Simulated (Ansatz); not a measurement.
`c1csc(-c2ccc(-c3ccc(-c4ccc(-c5ccc(-c6cccs6)s5)s4)s3)s2)c1` with charge -1. Charge -1, multiplicity 2. Geometry PBE-D4/def2-SVP, that of the neutral singlet; atoms count from 1.

```xyz
44

C     9.0163   -3.7500    4.8165
C     8.1161   -4.4428    5.6060
S     6.4810   -4.1109    5.1469
C     6.9887   -3.0220    3.8707
C     6.0313   -2.3440    3.0266
C     6.2802   -1.4548    1.9790
C     5.1068   -0.9710    1.3577
C     3.9288   -1.4771    1.9134
C     2.5627   -1.2135    1.5467
C     1.3829   -1.7178    2.1008
C     0.2124   -1.2317    1.4770
C     0.4650   -0.3423    0.4286
C    -0.4649    0.3456   -0.4264
C    -0.2123    1.2347   -1.4751
C    -1.3829    1.7201   -2.0994
C    -2.5626    1.2158   -1.5452
C    -3.9288    1.4785   -1.9124
C    -5.1066    0.9719   -1.3570
C    -6.2801    1.4545   -1.9791
C    -6.0313    2.3435   -3.0270
C    -6.9887    3.0203   -3.8719
C    -8.3818    2.9423   -3.8328
C    -9.0165    3.7473   -4.8182
C    -8.1164    4.4389   -5.6089
S    -6.4812    4.1072   -5.1499
S    -4.3062    2.5732   -3.2299
S    -2.1931    0.1203   -0.2259
S     2.1933   -0.1173    0.2280
S     4.3062   -2.5725    3.2304
C     8.3817   -2.9438    3.8321
H    10.1051   -3.8210    4.9434
H     8.3197   -5.1319    6.4343
H     7.2946   -1.1656    1.6750
H     5.1058   -0.2637    0.5167
H     1.3810   -2.4249    2.9421
H    -0.8055   -1.5171    1.7771
H     0.8056    1.5201   -1.7751
H    -1.3810    2.4267   -2.9410
H    -5.1055    0.2649   -0.5157
H    -7.2945    1.1646   -1.6756
H    -8.9227    2.3186   -3.1090
H   -10.1053    3.8181   -4.9450
H    -8.3201    5.1270   -6.4379
H     8.9228   -2.3188    3.1095
```

Single mean-field runs in def2-TZVP are fitted with def2-universal-jkfit.

(1) Estimate the Mulliken populations of the heavy atoms from the PBE0/def2-TZVP orbitals of Ansatz.

(2) Where does the spin sit?

(3) And the Mayer bond orders between heavy atoms (over 0.3)?

Results:

(1) 
```json
{"atom": "C1", "charge (e)": "-0.14", "spin (α − β)": "-0.04"}
{"atom": "C2", "charge (e)": "-0.22", "spin (α − β)": "0.08"}
{"atom": "S3", "charge (e)": "0.00", "spin (α − β)": "0.02"}
{"atom": "C4", "charge (e)": "0.02", "spin (α − β)": "-0.04"}
{"atom": "C5", "charge (e)": "0.16", "spin (α − β)": "0.11"}
{"atom": "C6", "charge (e)": "-0.20", "spin (α − β)": "-0.05"}
{"atom": "C7", "charge (e)": "-0.20", "spin (α − β)": "0.08"}
{"atom": "C8", "charge (e)": "0.02", "spin (α − β)": "-0.01"}
{"atom": "C9", "charge (e)": "0.06", "spin (α − β)": "0.09"}
{"atom": "C10", "charge (e)": "-0.18", "spin (α − β)": "-0.01"}
{"atom": "C11", "charge (e)": "-0.20", "spin (α − β)": "0.04"}
{"atom": "C12", "charge (e)": "0.05", "spin (α − β)": "0.04"}
{"atom": "C13", "charge (e)": "0.05", "spin (α − β)": "0.04"}
{"atom": "C14", "charge (e)": "-0.20", "spin (α − β)": "0.04"}
{"atom": "C15", "charge (e)": "-0.18", "spin (α − β)": "-0.01"}
{"atom": "C16", "charge (e)": "0.06", "spin (α − β)": "0.09"}
{"atom": "C17", "charge (e)": "0.02", "spin (α − β)": "-0.01"}
{"atom": "C18", "charge (e)": "-0.20", "spin (α − β)": "0.08"}
{"atom": "C19", "charge (e)": "-0.20", "spin (α − β)": "-0.05"}
{"atom": "C20", "charge (e)": "0.16", "spin (α − β)": "0.11"}
{"atom": "C21", "charge (e)": "0.02", "spin (α − β)": "-0.04"}
{"atom": "C22", "charge (e)": "-0.26", "spin (α − β)": "0.08"}
{"atom": "C23", "charge (e)": "-0.14", "spin (α − β)": "-0.04"}
{"atom": "C24", "charge (e)": "-0.22", "spin (α − β)": "0.08"}
{"atom": "S25", "charge (e)": "0.00", "spin (α − β)": "0.02"}
{"atom": "S26", "charge (e)": "-0.06", "spin (α − β)": "0.05"}
{"atom": "S27", "charge (e)": "-0.09", "spin (α − β)": "0.06"}
{"atom": "S28", "charge (e)": "-0.09", "spin (α − β)": "0.06"}
{"atom": "S29", "charge (e)": "-0.06", "spin (α − β)": "0.05"}
{"atom": "C30", "charge (e)": "-0.26", "spin (α − β)": "0.08"}
```
Mulliken values depend strongly on the basis.

(2) Summed by element: C 0.75, S 0.27, H -0.03, of 1 unpaired in all. Largest on single atoms: C5 0.11, C20 0.11, C16 0.09.

(3) C1–C2 1.64 (1.38 Å); C1–C30 1.34 (1.42 Å); C2–S3 1.22 (1.73 Å); S3–C4 1.29 (1.75 Å); C4–C5 0.98 (1.45 Å); C4–C30 1.50 (1.40 Å); C5–C6 1.44 (1.40 Å); C5–S29 1.21 (1.75 Å); C6–C7 1.37 (1.41 Å); C7–C8 1.35 (1.40 Å); C8–C9 1.08 (1.44 Å); C8–S29 1.25 (1.75 Å); C9–C10 1.33 (1.40 Å); C9–S28 1.23 (1.75 Å); C10–C11 1.39 (1.41 Å); C11–C12 1.32 (1.40 Å); C12–C13 1.10 (1.44 Å); C12–S28 1.24 (1.75 Å); C13–C14 1.32 (1.40 Å); C13–S27 1.24 (1.75 Å); C14–C15 1.39 (1.41 Å); C15–C16 1.33 (1.40 Å); C16–C17 1.08 (1.44 Å); C16–S27 1.23 (1.75 Å); C17–C18 1.35 (1.40 Å); C17–S26 1.25 (1.75 Å); C18–C19 1.37 (1.41 Å); C19–C20 1.44 (1.40 Å); C20–C21 0.98 (1.45 Å); C20–S26 1.21 (1.75 Å); C21–C22 1.50 (1.40 Å); C21–S25 1.29 (1.75 Å); C22–C23 1.34 (1.42 Å); C23–C24 1.64 (1.38 Å); C24–S25 1.22 (1.73 Å).
